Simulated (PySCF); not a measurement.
## Au: excitation energy

Au [Xe] 4f14 5d10 6s1 (2S) → Au [Xe] 4f14 5d10 6d1 (2D), as a difference of total energies. All numbers are calculated (PySCF 2.14, a scalar-relativistic core potential, in aug-cc-pwCVDZ-PP with ECP60MDF (6s6p5d3f, 70 functions)). Correlated levels: valence: 5s2 5p6 frozen; valence and next inner shell: nothing frozen outside the core potential. The calculations carry no spin-orbit coupling.

| method | excitation energy (eV) |
| --- | --- |
| UHF | 7.403 |
| LDA | 8.909 |
| PBE | 8.400 |
| PBE0 | 8.252 |
| r2SCAN | 8.536 |
| CAM-B3LYP | 8.507 |
| M06-2X | 8.141 |
| wB97M-V | 8.427 |
| B2PLYP | 8.467 |
| MP2 (valence) | 8.731 |
| SCS-MP2 (valence) | 8.570 |
| MP2 (valence and next inner shell) | 8.927 |
| SCS-MP2 (valence and next inner shell) | 8.709 |

How much does correlation contribute at MP2 (valence and next inner shell)?

8.927 − (7.403) = 1.524 eV, measured against UHF.

The promoted electron is Rydberg-like, and one or two diffuse shells describe it only roughly, which tends to raise the upper state.

In the upper state the promoted electron has a positive orbital energy at LDA, PBE, PBE0, r2SCAN, B2PLYP, so the basis confines it.
